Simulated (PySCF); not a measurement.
Radial density of Sc (scandium, neutral)

MN15, [Ar] 3d1 4s2, 2D determinant. Computed with PySCF 2.14 in x2c-SVPall (5s3p3d1f, 36 functions), with the spin-free X2C one-electron Hamiltonian (Gaussian nucleus).

```tsv
r (bohr)	4πr²ρ (e/bohr)	4πr²(ρα − ρβ)
0.00121	0.1312	0.0000
0.00204	0.3589	0.0000
0.00342	0.9363	0.0000
0.00576	2.279	0.0000
0.00969	5.280	0.0000
0.0163	10.98	-0.0001
0.0274	19.14	-0.0001
0.0461	24.74	0.0000
0.0776	21.47	0.0002
0.130	18.68	0.0017
0.219	26.10	0.0160
0.369	17.54	0.0910
0.621	6.802	0.3154
1.04	8.662	0.5262
1.76	2.738	0.3882
2.95	0.7992	0.1165
4.97	0.3322	0.0176
8.36	0.01303	0.0011
14.1	2.684e-05	0.0000
```

Densities and radii are taken from the X2C orbitals without a picture-change correction, which distorts them close to the nucleus.
